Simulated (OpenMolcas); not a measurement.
CH5BO2 (SMILES COBO): name the method

CH5BO2 has 9 atoms, charge 0, and is taken as a singlet. SMILES: `COBO`. The coordinates come from a PBE0-D4/def2-TZVP relaxation. This is one conformer, not always the lowest.

```tsv
atom	x (Å)	y (Å)	z (Å)
C	0.2818	0.8019	-1.0574
O	-0.1135	0.4548	0.2510
B	-0.1349	-0.8341	0.6716
O	-0.5246	-1.1185	1.9385
H	0.5681	-0.0798	-1.6376
H	1.1314	1.4864	-1.0062
H	-0.5448	1.3075	-1.5617
H	0.1839	-1.7384	-0.0476
H	-0.7589	-0.3263	2.4322
```

A calculation with OpenMolcas 26.06 gave:

* total energy: -212.4690 Eh
* dipole moment: 1.56 D
* HOMO energy: -9.58 eV
* LUMO energy: 9.74 eV
* HOMO–LUMO gap: 19.32 eV
* largest force: 1.637 eV/Å

Question: Which of these levels gave the numbers?
A. HF/STO-3G
B. M06-2X/cc-pVDZ
C. B3LYP/cc-pVDZ
D. B3LYP/6-31G* (Cartesian functions)

Answer: A. The others give -216.4260 Eh (M06-2X/cc-pVDZ), -216.4994 Eh (B3LYP/6-31G* (Cartesian functions)), -216.5142 Eh (B3LYP/cc-pVDZ).
